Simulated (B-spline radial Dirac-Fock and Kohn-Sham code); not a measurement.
# What relativity does to the binding energies of Rh¹³⁺

System: rhodium as Rh¹³⁺ in the configuration [Ar] 3d10 4s2 4p2.

Both columns are ΔSCF binding energies of the configuration average from a radial B-spline solver: non-relativistic Hartree-Fock with a point nucleus, and Dirac-Fock with a finite nucleus and the Coulomb interaction alone, averaged over the two j levels with weights 2j+1.

```csv
shell,Hartree-Fock (eV),Dirac-Fock (eV),shift (eV),shift (%)
1s,22942.0,23603.8,+661.73,+2.88
2s,3577.7,3736.8,+159.16,+4.45
2p,3325.6,3370.0,+44.40,+1.33
3s,897.8,930.4,+32.61,+3.63
3p,796.4,806.1,+9.74,+1.22
3d,612.8,608.4,-4.41,-0.72
4s,331.8,339.4,+7.66,+2.31
4p,300.2,302.5,+2.31,+0.77
```

Relativity binds 1s, 2s, 2p, 3s, 3p, 4s, 4p more strongly, among those listed most of all 2s in relative terms, and 3d more weakly, because the contracted s and p shells screen the nucleus better.

Values without a named source are computed, but for edge energies of neutral atoms, which are taken from tables.
